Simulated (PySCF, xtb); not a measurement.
C₅H₇FO, SMILES F[C@]1(C=C)OCC1.

xtb 6.7.1 with GFN2-xTB at its own geometry gives an orbital gap of 5.20 eV and a dipole moment of 3.11 D.

The structure is a stationary point at PBE0-D3(BJ)/def2-SVP. The structure was generated by enumeration; whether it is a known compound was not checked. One conformer was computed; it need not be the lowest.

**Question.** What does ωB97X/def2-TZVP (PySCF) give? (The exact figures need the calculation; the answer reports its results.)

**Answer.** gap 12.20 eV (levels -10.27 and 1.93 eV), dipole 2.50 D.
